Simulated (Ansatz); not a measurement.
Two isomers of CH9BSSi2: A = `BCS[SiH2][SiH3]`, B = `BS[SiH2][SiH2]C`.

Gas-phase electronic energies from Ansatz, PBE0-D4/def2-TZVP geometries. CBS: MP2 limit from def2 TZ/QZ plus the TZ coupled-cluster correction, frozen cores. Functionals use def2-TZVPP. B3LYP here is the variant with VWN-RPA as its local correlation; programs differ in this. Each species was taken in one conformer, which may not be the lowest.

Q: Which isomer does CCSD(T)/CBS put lower? Give the gap. (Estimate.)

A: The calculation gave: B, by 145.3 kJ/mol.

Q: Give E(B) − E(A) in kJ/mol with CCSD/def2-TZVPP, PBE-D4, HF/def2-TZVPP, MP2/def2-TZVPP, PBE0-D4, B2PLYP, B3LYP-D4. (An estimate is asked.)

A: Ansatz gave: CCSD/def2-TZVPP -144.2, PBE-D4 -147.3, HF/def2-TZVPP -133.4, MP2/def2-TZVPP -150.6, PBE0-D4 -146.5, B2PLYP -145.3, B3LYP-D4 -143.5. None reverses the order clearly.

Largest T1 diagnostic: 0.014.

In def2-TZVPP, CCSD(T) changes the Hartree–Fock value by −13.4 kJ/mol (the triples alone add −2.6 kJ/mol) and MP2 by −17.2 kJ/mol.
